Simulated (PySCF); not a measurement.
Property card for `[H]/N=[C]/[SiH2]S[SiH2]O[SiH3]` [radical]

CH8NOSSi3 (doublet state).
Numbering: `[H]/[N:1]=[C:2]/[SiH2:3][S:4][SiH2:5][O:6][SiH3:7]` (hydrogens: H8 on N1; H9, H10 on Si3; H11, H12 on Si5; H13, H14, H15 on Si7)

From GFN2-xTB geometry:

```yaml
Point_group_of_the_GFN2-xTB_geometry: C1
Rotational_constants_A_B_C_of_the_GFN2-xTB_geometry: 2.717, 0.525, 0.480 GHz
```

From UKS B3LYP, pcH-1 on C H N O S Si, non-relativistic, mean-field spin-orbit, GIAO (PySCF):

```yaml
Isotropic_g_value: 2.00135
Principal_g_values: 1.99859, 2.00198, 2.00349
Spin_squared_⟨S²⟩: 0.753
Largest_Mulliken_spin_population: 0.63 on C2
Largest_isotropic_hyperfine_couplings_means_over_sets_of_like_nuclei: 1H +175.7 (H8), 29Si -135.8 (Si3), 13C +130.3 (C2), 1H +44.6 (H9/H10), 14N +31.5 (N1) MHz
```

Monoisotopic mass (most abundant isotopes): 165.9634 u.

g_iso is shifted by about -970 ppm from the free-electron value 2.002319; the principal values span 0.0049. With B = h/(8π²I), that is 505.379 GHz u Å² over I, the principal moments of inertia are 186.0, 962.1 and 1052.2 u Å² (most abundant isotopes); the inertial defect Ic − Ia − Ib is -95.9 u Å² (zero for a rigid planar frame, negative otherwise). The rotational constants make it an asymmetric top with κ = (2B − A − C)/(A − C) = -0.96, nearer the prolate limit (−1). At 9.50 GHz, hν = g·μB·B₀ (B₀ the magnetic field) puts the centre of the isotropic spectrum, to first order, at 339.1 mT. ⟨S²⟩ is 0.003 above the pure-spin value S(S + 1) = 0.75.

The structure is a single GFN2-xTB conformer in the gas phase; no vibrational or solvent corrections. GFN2-xTB frequencies show an imaginary mode (24i cm⁻¹), so this geometry is no minimum at that level. Hyperfine couplings depend on the geometry, which wasn't re-optimised at a DFT level. The unpaired spin is shared among atoms: the largest Mulliken spin population is 0.63. Couplings of like nuclei are plain means over topologically equivalent atoms, as if these changed places fast (by rotation of a methyl-like group, say); in this geometry the members of some sets differ.

For the EPR job (B3LYP), the run took 2.2 min (with the writing of density and orbital grids) on Arm Neoverse V1, one thread, no GPU, shared host with 32 logical CPUs at a one-minute load of 14, and the process peaked at 1.1 GiB of memory.

The values belong to the conformer `[H]/[N:1]=[C:2]/[SiH2:3][S:4][SiH2:5][O:6][SiH3:7]`: N1–C2–Si3–S4 105°, C2–Si3–S4–Si5 -73°, Si3–S4–Si5–O6 176°, S4–Si5–O6–Si7 14°.
